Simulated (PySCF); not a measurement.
Run record for `C#C[C@@H](C)C(C)=S`: PW91/3-21G, IEF-PCM chloroform, TDA, 25 singlets.

Method: TDA PW91/3-21G, vertical, IEF-PCM chloroform (non-equilibrium linear response), core orbitals frozen in the response (PySCF 2.14.0, density-fitted response routines). Geometry: GFN2-xTB. The input is one job of a driver script: a line of settings, then coordinates in Å.

Command:
```bash
OMP_NUM_THREADS=1 python probes_run.py task.json out
```

Input:
```
{"job": {"kind": "uv", "xc": "PW91", "basis": "3-21G", "solvent": "chloroform", "nstates": 25, "ntriplets": 0, "tda": true}, "charge": 0, "multiplicity": 1}
C      2.178457    -1.380231    -0.255892
C      1.369005    -0.662376     0.255169
C      0.361498     0.197357     0.855295
C      0.428531     1.603382     0.240589
C     -0.995317    -0.431959     0.659138
C     -1.473974    -0.612936    -0.736940
S     -1.890780    -0.877667     1.937348
H      2.904167    -2.002735    -0.687250
H      0.559063     0.264621     1.931230
H      1.389646     2.056211     0.471918
H      0.320850     1.558103    -0.840280
H     -0.360476     2.227488     0.654462
H     -2.299435    -1.319719    -0.769445
H     -1.831618     0.342511    -1.125916
H     -0.664033    -0.954060    -1.381133
```

Question: What does the run print?

Answer: 
```
coarse grid: 13104 points
cycle   1  E = -628.0931115678  dE =  3.299e-01  |g| = 4.898e-01  |ddm| = 4.338e+00
cycle   2  E = -628.0010826079  dE =  9.203e-02  |g| = 7.651e-01  |ddm| = 1.373e+00
cycle   3  E = -628.1318523907  dE = -1.308e-01  |g| = 3.032e-01  |ddm| = 1.060e+00
cycle   4  E = -628.1579826310  dE = -2.613e-02  |g| = 6.146e-02  |ddm| = 4.391e-01
cycle   5  E = -628.1587632608  dE = -7.806e-04  |g| = 3.097e-02  |ddm| = 8.483e-02
cycle   6  E = -628.1589792435  dE = -2.160e-04  |g| = 1.168e-02  |ddm| = 3.976e-02
cycle   7  E = -628.1590171063  dE = -3.786e-05  |g| = 9.883e-04  |ddm| = 1.441e-02
cycle   8  E = -628.1590173982  dE = -2.920e-07  |g| = 3.315e-04  |ddm| = 1.986e-03
final grid: 121976 points
cycle   9  E = -628.1890699707  dE = -2.799e-05  |g| = 9.604e-03  |ddm| = 3.629e-02
cycle  10  E = -628.1889336136  dE =  1.364e-04  |g| = 2.318e-02  |ddm| = 4.132e-02
cycle  11  E = -628.1890895758  dE = -1.560e-04  |g| = 4.702e-03  |ddm| = 3.437e-02
cycle  12  E = -628.1890953406  dE = -5.765e-06  |g| = 9.997e-04  |ddm| = 4.799e-03
cycle  13  E = -628.1890955863  dE = -2.457e-07  |g| = 3.728e-04  |ddm| = 1.224e-03
cycle  14  E = -628.1890956230  dE = -3.665e-08  |g| = 6.359e-05  |ddm| = 4.525e-04
cycle  15  E = -628.1890956242  dE = -1.206e-09  |g| = 7.948e-06  |ddm| = 1.016e-04
cycle  16  E = -628.1890956242  dE = -1.592e-11  |g| = 3.070e-06  |ddm| = 1.518e-05
converged SCF energy = -628.1890956242

Static polarisability (au): isotropic 84.248, principal 63.361 71.332 118.050

Singlet excitations
state   eV       nm        f      main configurations
  1   2.5890    478.9   0.00063   H->L 1.00
  2   3.9153    316.7   0.00174   H-1->L 1.00
  3   4.1665    297.6   0.02524   H-2->L 0.96
  4   5.6951    217.7   0.00183   H->L+1 0.98
  5   5.8784    210.9   0.01084   H->L+2 0.92
  6   6.0058    206.4   0.01789   H-4->L 0.75, H-5->L 0.15
  7   6.0732    204.1   0.00524   H-5->L 0.84, H-4->L 0.15
  8   6.4390    192.6   0.51977   H-3->L 0.70
  9   6.9159    179.3   0.02058   H-6->L 0.83, H-7->L 0.11
 10   7.0680    175.4   0.03538   H-7->L 0.86, H-6->L 0.11
 11   7.3054    169.7   0.00041   H-1->L+1 0.50, H-2->L+1 0.26, H-1->L+2 0.21
 12   7.5570    164.1   0.00295   H-2->L+1 0.46, H-1->L+2 0.45
 13   7.6068    163.0   0.01005   H-2->L+2 0.54, H-1->L+1 0.18, H->L+3 0.14
 14   7.6519    162.0   0.00275   H->L+3 0.53, H-8->L 0.23, H->L+4 0.11
 15   7.6782    161.5   0.10082   H-8->L 0.62, H->L+3 0.17
 16   7.7959    159.0   0.02513   H-3->L+1 0.92
 17   7.9588    155.8   0.01336   H-3->L+2 0.94
 18   8.0203    154.6   0.00755   H->L+4 0.84, H->L+3 0.14
 19   8.5921    144.3   0.00882   H->L+5 0.91
 20   8.6996    142.5   0.03164   H-9->L 0.54, H-10->L 0.20
 21   8.9143    139.1   0.05341   H-1->L+3 0.83
 22   8.9493    138.5   0.03664   H-10->L 0.64, H-9->L 0.10, H->L+6 0.09
 23   9.0125    137.6   0.00622   H->L+6 0.86
 24   9.1146    136.0   0.04854   H-2->L+3 0.71, H-4->L+1 0.13
 25   9.2112    134.6   0.05190   H-4->L+1 0.78, H-2->L+3 0.10
```

The SCF starts on a coarse grid where the log names one; the energy can jump when the final grid takes over, and dE then counts from the start density on the new grid. H and L stand for HOMO and LUMO; the number after each pair is its weight.

Question: Give S1 in cm⁻¹ and kJ/mol.

Answer: 2.5890 eV × 8065.54 = 20882 cm⁻¹; × 96.485 = 249.8 kJ/mol.

Question: Give the mean polarisability as a volume in Å³, and the ratio of the largest to the smallest principal value.

Answer: 84.248 au × 0.148185 = 12.48 Å³; 118.050/63.361 = 1.86.

In short: SCF converged in 16 cycles with 83 basis and 722 fitting functions; HOMO -5.20 eV, LUMO -2.85 eV; lowest singlet 2.59 eV; mean polarisability 84.2 au.

One conformer (not necessarily the lowest) at the GFN2-xTB geometry, without vibrations or thermal averaging.

Question: Estimate the wall time. Hardware: one thread of an Arm Neoverse V1, shared host. And the peak memory of the process?

Answer: About 9.1 s, with 0.53 GiB resident at the peak, the Python interpreter and its libraries included.

Shape of the structure used: `[CH:1]#[C:2][C@@H:3]([CH3:4])[C:5]([CH3:6])=[S:7]`: C2–C3–C5–C6 -63°.
